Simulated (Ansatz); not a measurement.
Pulling on the Si1–S2 bond in SiS (multiplicity 1 held). Energies count from the point at 1.938 Å.


Signs of static correlation in 6-31G, from Ansatz (a first-principles code) runs.

```json
[
 {"R (Å)": "1.550", "T1 of restricted CCSD": "0.016", "⟨S²⟩ of UHF": "0.000", "largest double amplitude of restricted CCSD": "0.065"},
 {"R (Å)": "1.744", "T1 of restricted CCSD": "0.022", "⟨S²⟩ of UHF": "0.000", "largest double amplitude of restricted CCSD": "0.079"},
 {"R (Å)": "1.938", "T1 of restricted CCSD": "0.031", "⟨S²⟩ of UHF": "0.000", "largest double amplitude of restricted CCSD": "0.092"},
 {"R (Å)": "2.132", "T1 of restricted CCSD": "0.044", "⟨S²⟩ of UHF": "0.000", "largest double amplitude of restricted CCSD": "0.106"},
 {"R (Å)": "2.326", "T1 of restricted CCSD": "___", "⟨S²⟩ of UHF": "0.763", "largest double amplitude of restricted CCSD": "0.120"},
 {"R (Å)": "2.616", "T1 of restricted CCSD": "0.111", "⟨S²⟩ of UHF": "1.054", "largest double amplitude of restricted CCSD": "0.141"},
 {"R (Å)": "2.907", "T1 of restricted CCSD": "0.219", "⟨S²⟩ of UHF": "1.467", "largest double amplitude of restricted CCSD": "0.189"},
 {"R (Å)": "3.392", "T1 of restricted CCSD": "0.066", "⟨S²⟩ of UHF": "1.983", "largest double amplitude of restricted CCSD": "0.178"},
 {"R (Å)": "3.876", "T1 of restricted CCSD": "0.046", "⟨S²⟩ of UHF": "1.999", "largest double amplitude of restricted CCSD": "0.155"},
 {"R (Å)": "4.457", "T1 of restricted CCSD": "0.032", "⟨S²⟩ of UHF": "2.002", "largest double amplitude of restricted CCSD": "___"},
 {"R (Å)": "5.233", "T1 of restricted CCSD": "0.009", "⟨S²⟩ of UHF": "2.002", "largest double amplitude of restricted CCSD": "0.333"},
 {"R (Å)": "6.202", "T1 of restricted CCSD": "0.003", "⟨S²⟩ of UHF": "2.001", "largest double amplitude of restricted CCSD": "0.358"},
 {"R (Å)": "7.752", "T1 of restricted CCSD": "0.002", "⟨S²⟩ of UHF": "2.001", "largest double amplitude of restricted CCSD": "0.365"}
]
```

Problem. Fill in the missing entries.

Solution. 
- 2.326, T1 of restricted CCSD: 0.062
- 4.457, largest double amplitude of restricted CCSD: 0.251

Doubts at one or more of the structures used: T1 above 0.05 (R-CCSD(T)/6-31G, U-CCSD(T)/6-31G); a restricted determinant that unrestricted orbitals would lower (R-CCSD(T)/6-31G); a spin-contaminated determinant (U-CCSD(T)/6-31G); the program's own flag: large difference (U-CCSD(T)/6-31G).
